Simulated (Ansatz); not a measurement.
Start from `COB(O)Cl` and change one element to get `OB(Cl)O[SiH3]`.

Ansatz, PBE0-D4/def2-TZVP geometries, multiplicity 1. Each molecule was computed in one conformer, which needn't be the lowest.

```json
{"property": "HOMO energy (PBE0/def2-TZVPP) / eV", "`COB(O)Cl`": "-8.96"}
{"property": "HOMO energy (PBE/def2-TZVPP) / eV", "`COB(O)Cl`": "-7.36"}
{"property": "HOMO energy (ωB97M-V/def2-TZVPP) / eV", "`COB(O)Cl`": "-11.35"}
{"property": "LUMO energy (PBE0/def2-TZVPP) / eV", "`COB(O)Cl`": "0.75"}
{"property": "HOMO–LUMO gap (B3LYP/def2-TZVPP) / eV", "`COB(O)Cl`": "9.09"}
{"property": "LUMO energy (B3LYP/def2-TZVPP) / eV", "`COB(O)Cl`": "0.38"}
```

Q: Give the same properties after the change, and the shifts. (Estimate.)

A: The calculation gave: 
```csv
property,`OB(Cl)O[SiH3]`,shift
HOMO energy (PBE0/def2-TZVPP) / eV,-9.11,-0.15
HOMO energy (PBE/def2-TZVPP) / eV,-7.61,-0.25
HOMO energy (ωB97M-V/def2-TZVPP) / eV,-11.43,-0.08
LUMO energy (PBE0/def2-TZVPP) / eV,0.02,-0.73
HOMO–LUMO gap (B3LYP/def2-TZVPP) / eV,8.58,-0.51
LUMO energy (B3LYP/def2-TZVPP) / eV,-0.23,-0.61
```

With PBE0 the HOMO falls by 0.15 eV and the LUMO falls by 0.73 eV, so the gap narrows by about 0.58 eV. PBE moves the HOMO by -0.25 eV and ωB97M-V by -0.08 eV.

B3LYP here is the variant with VWN-RPA as its local correlation; programs differ in this.
